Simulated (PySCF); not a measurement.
# Structure elucidation problem

The spectra below were simulated for a compound C$_{4}$H$_{3}$F$_{3}$O$_{2}$.

$^{1}$H NMR (400 MHz, computed): δ 5.80 (m, 1H), 5.65 (m, 1H), 5.51 (m, 1H).

$^{13}$C{$^{1}$H} NMR (computed): δ 200.9 (C), 130.9 (C, q, J = 351.3 Hz), 102.9 (CH, q, J = 31.6 Hz), 96.2 (CH2).

- NMR shieldings at PBE0/pcSseg-1/GIAO
- coordinates at the GFN2-xTB level
- B3LYP/pcJ-1 coupling constants (spin–dipole term only in couplings to heteroatoms)
- code: PySCF 2.14
- equivalent nuclei averaged, non-relativistic, one computed conformer, isolated molecule

References, each an isolated molecule treated in the same way: $^{1}$H (σ = 31.72 ppm) and $^{13}$C (σ = 186.93 ppm) vs TMS.

Question: Choose the structure that fits.
A. O=C1CO[C@@H]1C(F)(F)F
B. C=C(C=O)OC(F)(F)F
C. O=C1C[C@H](C(F)(F)F)O1

Answer: A. 

1. The formula gives 2 degrees of unsaturation (1 ring in the answer).
2. 4 carbon signals for 4 carbons: no two carbons are equivalent.
3. Carbon types of the structure: 2 × C, 1 × CH, 1 × CH2, which accounts for all hydrogens.
4. δC 200.9: ketone carbonyl carbon; the double bond to the heteroatom, with no lone-pair donor beside it, deshields it most.
5. δC 130.9: CF3 carbon; 3 electronegative neighbours deshield it.
6. δC 102.9: sp3 CH bonded to O, α to a carbonyl; deshielded by the electronegative neighbour.
7. δC 96.2: sp3 CH2 bonded to O, α to a carbonyl; the inductive effect lowers its shielding.
8. δH 5.51: hydrogen on an sp3 CH bonded to O, α to a carbonyl; its carbon carries O, which withdraws density.

The others: C=C(C=O)OC(F)(F)F has carbons computed at 189.8, 156.6, 130.3, 111.6; O=C1C[C@H](C(F)(F)F)O1 has carbons computed at 168.4, 132.5, 68.0, 45.3.

C–F couplings over four or more bonds (about 3 Hz to the para carbon of a fluoroarene) are left out. Common functionals overestimate the size of one-bond C–F couplings by tens of Hz; these are unscaled. Multiplet labels drop couplings under 1 Hz and merge nearly equal ones. Shifts are as computed. Against solution values, carbons near 30 ppm lie about +3 ppm off and those near 130 ppm about +5 ppm. Of 1211 compounds with measured shifts, 218 miss one by over three times the rms of a fit or turn the order of signals round; such compounds aren't used in these exercises.
